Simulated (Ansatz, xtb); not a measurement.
# Two isomers of C7H10N+

Structure a: `Cc1ccc[n+](C)c1`, a singlet. Structure b: `Cc1cccc[n+]1C`, a singlet. Both are isolated ions in the gas phase, relaxed with B3LYP-D3(BJ)/def2-SVP.

Quicker runs give these differences E(b) − E(a): GFN2-xTB −0.94 kcal/mol; HF/STO-3G −1.95 kcal/mol (at GFN2-xTB geometries); r2SCAN-D4/def2-SVP −1.89 kcal/mol (at GFN2-xTB geometries).

Task: Estimate E(b) − E(a) at the level CCSD(T)/def2-SVP + ΔMP2/def2-TZVPP.

Result: Not settled: CCSD(T)/def2-SVP + ΔMP2/def2-TZVPP gives E(b) − E(a) = −1.41 kcal/mol, but this leans on the basis-set step: CCSD(T) alone gives −0.99 kcal/mol.

The same difference at several levels:

| level | geometry | E(b) − E(a) (kcal/mol) | departure from the last row (kcal/mol) | job, with rough time for the two |
| --- | --- | --- | --- | --- |
| GFN2-xTB | GFN2-xTB | −0.94 | +0.47 | optimisation, 0.15 s |
| HF/STO-3G | GFN2-xTB | −1.95 | −0.54 | single point, 0.48 s |
| r2SCAN-D4/def2-SVP | GFN2-xTB | −1.89 | −0.48 | single point, 5 s |
| B3LYP-D3(BJ)/def2-SVP | B3LYP-D3(BJ)/def2-SVP | −1.60 | −0.19 | optimisation, 2.1 min |
| HF/def2-SVP | B3LYP-D3(BJ)/def2-SVP | −0.99 | +0.42 | part of the CCSD(T) run |
| MP2/def2-SVP | B3LYP-D3(BJ)/def2-SVP | −0.45 | +0.95 | part of the CCSD(T) run |
| CCSD(T)/def2-SVP | B3LYP-D3(BJ)/def2-SVP | −0.99 | +0.41 | single point |
| CCSD(T)/def2-SVP + ΔMP2/def2-TZVPP | B3LYP-D3(BJ)/def2-SVP | −1.41 |  | single point, 2.2 min |

As drawn, both hold the same kinds of bond in the same numbers.

MP2/def2-SVP finds them nearly level. The largest departure from CCSD(T)/def2-SVP + ΔMP2/def2-TZVPP is that of MP2/def2-SVP, 0.95 kcal/mol. The last row adds to CCSD(T) the change of the MP2 difference between the two basis sets, here −0.41 kcal/mol.

With thermal terms from frequencies at re-optimised GFN2-xTB minima (ideal gas, soft modes damped towards free rotors, one conformer each, 298.15 K, 1 atm): the zero-point term adds +0.38 kcal/mol; ΔH is −1.37 and ΔG −0.23 kcal/mol.

The correlated steps freeze 8 core orbitals. Programs: Ansatz 0.2.0, xtb 6.7.1; the last row on 4 threads of Arm Neoverse V1 on a shared host.
